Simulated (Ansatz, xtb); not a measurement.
# C2H5Sn: which of two structures lies lower

We compare X, a doublet given by its coordinates, with Y, a doublet given by its coordinates. Both are isolated molecules in the gas phase, relaxed with PBE-D3(BJ)/def2-SVP.

X (Å):

```xyz
8

C    -0.0903    1.3502   -0.0477
C    -1.1262    0.5675   -0.5539
Sn   -0.8253   -0.1732    1.8944
H     0.9620    1.0513   -0.1717
H    -0.2801    2.3681    0.3275
H    -2.1588    0.9485   -0.5903
H    -0.9202   -0.3710   -1.0914
H     0.3824   -1.3562    1.2517
```

Close contacts (Å): C1–C2 1.39, C1–Sn3 2.58, C2–Sn3 2.58, C1–H4 1.10, C1–H5 1.10, C2–H6 1.10, C2–H7 1.10, Sn3–H8 1.81.

Y (Å):

```xyz
8

C    -1.1811    2.1541   -0.2694
C     0.0464   -0.7239    0.5049
Sn   -1.2899    0.8142    1.4212
H    -1.4094    3.2368   -0.2126
H    -1.1074    1.7903   -1.3152
H    -0.2812   -0.9118   -0.5390
H     1.0876   -0.3414    0.4713
H     0.0280   -1.6704    1.0786
```

Close contacts (Å): C1–Sn3 2.16, C2–Sn3 2.23, C1–H4 1.11, C1–H5 1.11, C2–H6 1.11, C2–H7 1.11, C2–H8 1.11.

Quicker runs give these differences E(Y) − E(X): GFN2-xTB +26.5 kcal/mol; HF/STO-3G −30.5 kcal/mol (at GFN2-xTB geometries); r2SCAN-D4/def2-SVP +15.8 kcal/mol (at GFN2-xTB geometries).

Question: Which of the two would you expect CCSD(T)/def2-SVP electronic energies to favour?

Answer: Structure X; the calculation gives E(Y) − E(X) = +16.0 kcal/mol.

How the difference moves with the method:

| level | geometry | E(Y) − E(X) (kcal/mol) | departure from the last row (kcal/mol) | job, with rough time for the two |
| --- | --- | --- | --- | --- |
| GFN2-xTB | GFN2-xTB | +26.5 | +10.5 | optimisation, 0.52 s |
| HF/STO-3G | GFN2-xTB | −30.5 | −46.4 | single point, 13 s |
| r2SCAN-D4/def2-SVP | GFN2-xTB | +15.8 | −0.1 | single point, 14 s |
| PBE-D3(BJ)/def2-SVP | PBE-D3(BJ)/def2-SVP | +19.3 | +3.4 | optimisation, 3.6 min |
| HF/def2-SVP | PBE-D3(BJ)/def2-SVP | +5.3 | −10.7 | part of the CCSD(T) run |
| MP2/def2-SVP | PBE-D3(BJ)/def2-SVP | +18.4 | +2.4 | part of the CCSD(T) run |
| CCSD(T)/def2-SVP | PBE-D3(BJ)/def2-SVP | +16.0 |  | single point, 94 s |

HF/STO-3G puts the two in the other order. The largest departure from CCSD(T)/def2-SVP is that of HF/STO-3G, 46.4 kcal/mol. MP2 in a larger basis moves the difference by −0.6 kcal/mol, a step that isn't added because spin contamination makes open-shell MP2 unreliable in this search.

With harmonic frequencies from PBE-D3(BJ)/def2-SVP (ideal gas, rigid rotor, one conformer each, 298.15 K, 1 atm): the zero-point term adds −0.3 kcal/mol; ΔH is +16.1 and ΔG +14.8 kcal/mol.

Open shells are spin-unrestricted, with notable spin contamination under HF/STO-3G, HF/def2-SVP, MP2/def2-SVP, CCSD(T)/def2-SVP. The correlated steps freeze 6 core orbitals; the filled d shell of Sn is correlated, in a basis made for valence electrons. Atoms past krypton carry core potentials in the def2 sets, other sets are all-electron and non-relativistic, and no spin–orbit term is included. Mirror images aren't counted in ΔG. Run with Ansatz 0.2.0, xtb 6.7.1; the last row on 1 thread of Intel(R) Xeon(R) Processor @ 2.50GHz (Skylake/Cascade Lake) on a shared host.
